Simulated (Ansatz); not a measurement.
One geometry of Ag2Cl2⁻, several levels of theory.

```yaml
crystal:
  periodic: [false, false, false]
  atoms:
    - {symbol: Ag, position_ang: [0.455111, -0.081637, 0.460597]}
    - {symbol: Ag, position_ang: [-1.492124, 0.018794, -1.631917]}
    - {symbol: Cl, position_ang: [-0.797475, 1.944415, 0.073096]}
    - {symbol: Cl, position_ang: [1.834489, -1.881572, 1.098223]}
basis:
  gaussian: {orbitals: def2-TZVPD, initial_orbitals: start.molden}
total_charge: -1
magnetization: {spin_polarized: true, initial_magnetization: 1}
correlation: {method: mp2}
scf: {omitted_lower_state_checks: [starts]}
output: {orbitals: {seedname: orbitals}}
```

The file start.molden holds the orbitals of an earlier run on this structure, at another level or in another basis.

```sh
$ ansatz run in.yaml --threads 4 --pin off --events-out ev --progress --plain --max-ram 3916MiB
```

It prints (some lines left out):

```
Functional definition: HF
1312 factors; integrals over basis functions are off by at most 4.4e-4 eV
mean field evaluation 1: about -32963.3111 eV, gradient 2.5e1 eV
mean field evaluation 2: about -32964.4270 eV, gradient 1.5e0 eV
mean field evaluation 4: about -32964.9411 eV, gradient 1.4e0 eV
mean field evaluation 8: about -32964.9563 eV, gradient 9.5e-4 eV
mean field -32964.95626985 eV, -1211.4397984670 hartree, gradient 3.8e-6 eV, S^2 0.754024; 0 other end points of the search recorded, 0 dependent functions left out
10 core orbitals not correlated: weight in the atoms' cores, before any rotation towards them, 1.000 or more for the frozen orbitals, at most 0.000 for the correlated occupied ones
reference -32964.95626985 eV, -1211.4397984670 hartree; 27, 26 occupied and 135, 136 virtual orbitals, 1312 factors
second order -36.74372415 eV of doubles, -0.00000000 eV of singles
Total energy: -33001.69999400 eV, -1212.7901054238 hartree
Checks for a lower state left out: starts
```

Hardware: 4 threads of Arm Neoverse V1 on a shared host. Wall time 3.4 s.

As the first input, with `hamiltonian: {xc: pbe, dispersion: d4}` and without the key `correlation` (abridged; 3.3 s):

```
Functional definition: PBE
mean field -33041.73081082 eV, -1214.2612108080 hartree, gradient 4.0e-5 eV, S^2 0.751785
Total energy: -33041.90160155 eV, -1214.2674872518 hartree
Checks for a lower state left out: starts
```

As the first input, with `hamiltonian: {xc: {name: BHLYP}, dispersion: d4}` and without the key `correlation` (abridged; 7 s):

```
Functional definition: BHLYP
mean field -33045.78315870 eV, -1214.4101318459 hartree, gradient 1.4e-5 eV, S^2 0.751886
Total energy: -33046.06978345 eV, -1214.4206651112 hartree
Checks for a lower state left out: starts
```

First input, but with `gaussian: {orbitals: def2-SVPD, initial_orbitals: start.molden}`, `correlation: {method: ccsd_t}`, `scf: {omitted_lower_state_checks: [starts, cluster_reference]}` (abridged; 2.2 min):

```
Functional definition: HF
mean field -32955.17801281 eV, -1211.0804541487 hartree, gradient 9.2e-6 eV, S^2 0.753919
10 core orbitals not correlated: weight in the atoms' cores, before any rotation towards them, 1.000 or more for the frozen orbitals, at most 0.000 for the correlated occupied ones
second order -27.42366033 eV of doubles, -0.00000000 eV of singles
cycle   1  -26.42260609 eV  change     1.0e0 eV  update   1.5e-1
cycle   2  -27.03202252 eV  change   -6.1e-1 eV  update   4.8e-2
cycle   3  -27.17863515 eV  change   -1.5e-1 eV  update   3.2e-2
cycle   4  -27.16344782 eV  change    1.5e-2 eV  update   1.2e-2
cycle   5  -27.15120120 eV  change    1.2e-2 eV  update   5.7e-3
cycle   6  -27.15612072 eV  change   -4.9e-3 eV  update   2.5e-3
cycle   7  -27.15780341 eV  change   -1.7e-3 eV  update   1.4e-3
cycle   8  -27.15726799 eV  change    5.4e-4 eV  update   6.9e-4
cycle   9  -27.15752741 eV  change   -2.6e-4 eV  update   3.7e-4
cycle  10  -27.15754976 eV  change   -2.2e-5 eV  update   1.7e-4
cycle  11  -27.15745974 eV  change    9.0e-5 eV  update   8.5e-5
cycle  12  -27.15754930 eV  change   -9.0e-5 eV  update   4.2e-5
cycle  13  -27.15754344 eV  change    5.9e-6 eV  update   1.9e-5
perturbative correction -0.83123124 eV, -0.0305471847 hartree
Total energy: -32983.16678749 eV, -1212.1090226468 hartree
Checks for a lower state left out: starts, cluster_reference
```

First input, but with `hamiltonian: {xc: hf}` and without the key `correlation` (abridged; 3.9 s):

```
Functional definition: HF
mean field -32964.95622250 eV, -1211.4397967269 hartree, gradient 1.9e-5 eV, S^2 0.754024
Total energy: -32964.95622250 eV, -1211.4397967269 hartree
Checks for a lower state left out: starts
```

As the first input, with `hamiltonian: {xc: r2scan, dispersion: d4}` and without the key `correlation` (abridged; 9.5 s):

```
Functional definition: r2SCAN
mean field -33052.42960575 eV, -1214.6543842700 hartree, gradient 1.6e-5 eV, S^2 0.754319
Total energy: -33052.46595928 eV, -1214.6557202375 hartree
Checks for a lower state left out: starts
```

First input, but with `hamiltonian: {xc: {name: BLYP}, dispersion: d4}` and without the key `correlation` (abridged; 3.7 s):

```
Functional definition: BLYP
mean field -33049.31646624 eV, -1214.5399785031 hartree, gradient 4.4e-5 eV, S^2 0.751001
Total energy: -33049.67401819 eV, -1214.5531182948 hartree
Checks for a lower state left out: starts
```

Geometry: r2SCAN-D4/def2-SVPD.

In the def2 sets Ag takes a core potential; there is no spin–orbit coupling. Correlated methods freeze 10 core orbitals; core or outer-core shells of Ag are correlated, in sets that lack core-valence functions. The structure comes from a short search, and lower isomers may exist.
